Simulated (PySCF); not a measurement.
Which determinant of TeI⁺ lies lowest?

Unrestricted PBE0; Te def2-SVP with ECP28, I def2-SVP with ECP28; scalar-relativistic core potentials (PySCF 2.14). Outer shells of the fragments: Te+ 4d10 5s2 5p3; I 4d10 5s2 5p5.

Followed along the bond (rough minima from three points):

```json
{"2Ms+1": "3", "unpaired": "π ↑↑", "⟨S²⟩ at the start": "2.01", "R at minimum (Å)": "2.59", "Te (eV)": "0.00"}
{"2Ms+1": "1", "unpaired": "π ↑↓", "⟨S²⟩ at the start": "1.01", "R at minimum (Å)": "2.58", "Te (eV)": "0.27"}
{"2Ms+1": "1", "unpaired": "none", "⟨S²⟩ at the start": "0.00", "R at minimum (Å)": "2.58", "Te (eV)": "1.06"}
{"2Ms+1": "5", "unpaired": "σ ↑, π ↑↑↑", "⟨S²⟩ at the start": "6.00", "R at minimum (Å)": "none in the scan", "Te (eV)": "≤ 2.15"}
```

Solutions found at the starting distance of 2.730 Å, counted from the lowest of them; the search is not exhaustive and high or unbound solutions are not listed, so other states can lie among these:

| 2Ms+1 | unpaired | term | E (eV) | ⟨S²⟩ | ⟨Lz²⟩ | μ (D) |
| --- | --- | --- | --- | --- | --- | --- |
| 3 | π ↑↑ | ³Σ⁻ | 0.00 | 2.01 | 0.00 | -2.15 |
| 1 | π ↑↓ | mixed | 0.28 | 1.01 | 2.01 | -1.89 |
| 1 | none | mixed | 1.08 | 0.00 | 2.00 | -1.34 |
| 3 | π ↑↑ | mixed | 2.06 | 2.00 | 2.01 | 1.28 |
| 3 | σ ↑, π ↑ | mixed | 2.53 | 2.07 | 1.16 | -1.71 |
| 1 | σ ↓, π ↑ | mixed | 2.60 | 1.51 | 1.02 | -1.19 |

A term symbol is given only where ⟨S²⟩ and ⟨Lz²⟩ are close to those of a pure state; real π, δ and φ orbitals otherwise mix terms. A positive dipole points towards I; it is taken about the centre of mass and depends on that origin.

Spin–orbit coupling is left out. Counting both spins, an empty level lies below a filled one in some of these solutions, because spin and occupation are held.
